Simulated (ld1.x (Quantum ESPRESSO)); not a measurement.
**What one change does to a pseudopotential (Ni (Z = 28), PAW)**

ld1.x (Quantum ESPRESSO) 7.5 input, shortened:

```
&input
   title='Ni', zed=28., rel=1, dft='PBE', iswitch=3,
   config='[Ar] 3d8 4s1.5 4p0'
 /
 &inputp
   pseudotype=3, lpaw=.true., tm=.true., lloc=-1, rcloc=2.95,
   nlcc=.true., new_core_ps=.true., rcore=0.70,
   which_augfun='PSQ', rmatch_augfun_nc=.true.
 /
6
4S  1  0   1.50   0.00  1.90  2.10  0.0
4S  1  0   0.00   0.50  1.90  2.10  0.0
4P  2  1   0.00   0.00  2.65  3.00  0.0
4P  2  1   0.00   0.05  2.65  3.00  0.0
3D  3  2   8.00   0.00  1.15  1.35  0.0
3D  3  2   0.00   0.70  1.15  1.35  0.0
 &test
   configts(1)='3d8 4s1.5 4p0'
 /
```

All-electron outer shells of the reference configuration (PBE, scalar-relativistic, ld1.x):

```
shell  level (eV)  outermost node (bohr)  outermost maximum (bohr)
   3p      -75.74                   0.27                      0.65
   3d      -13.20                      –                      0.63
   4s       -9.28                   0.92                      2.18
   4p       -4.22                   1.00                      2.87
```

Change: local potential all-electron potential smoothed inside 1.92 bohr (lloc = -1).

Cutoffs: the cutoffs (Ry, on a coarse ladder) from which the occupation-weighted sum of valence levels, in a spherical-Bessel basis at the reference potential, stays within 10 and 1 mRy of its value at 400 Ry; they do not see the model core or the augmentation charge, which bear on the density cutoff. Errors are all-electron minus pseudo energies relative to the spin-unpolarised reference configuration.

What does the change do?

The potential gets neither clearly harder nor softer (60 Ry and 110 Ry → 60 Ry and 100 Ry); of the 7 tests that both files solve, the error grows in 0 and shrinks in 3 by more than 15 % and 0.3 meV (median size 9.5 → 7.7 meV); the range in which the s phases agree widens (upper end 1.8 → 4.9); the range in which the d phases agree widens (upper end 3.7 → at the end of the scan); neither file shows a bound ghost.

```csv
quantity,base,changed
"cutoff, loose",60 Ry,60 Ry
"cutoff, tight",110 Ry,100 Ry
bound ghosts,none,none
"error for 3d8 4s2 4p0, meV [ΔE -3.72 eV]",-0.1,+0.1
"error for 3d8 4s1 4p0, meV [ΔE 5.61 eV]",-1.2,-1.0
"error for 3d8 4s0 4p0, meV [ΔE 22.96 eV]",-9.5,-7.7
"error for 3d9 4s1 4p0, meV [ΔE -5.31 eV]",-62,-57
"error for 3d8 4s0 4p2, meV [ΔE 5.78 eV]",-1.3,-0.7
"error for 3d7 4s0 4p0, meV [ΔE 60.42 eV]",-241,-223
"error for 3d7 4s2 4p0, meV [ΔE 12.40 eV]",-174,-145
s: phases at 3.23 bohr within 0.05 rad from the reference energy up to (Ry; the scan ends near 5),1.8,4.9
p: phases at 3.23 bohr within 0.05 rad from the reference energy up to (Ry; the scan ends near 5),2.3,2.2
d: phases at 3.23 bohr within 0.05 rad from the reference energy up to (Ry; the scan ends near 5),3.7,to the end of the scan
lowest overlap eigenvalue by channel,"s 0.24, p 0.76, d 1.00","s 0.41, p 0.66, d 1.00"
```
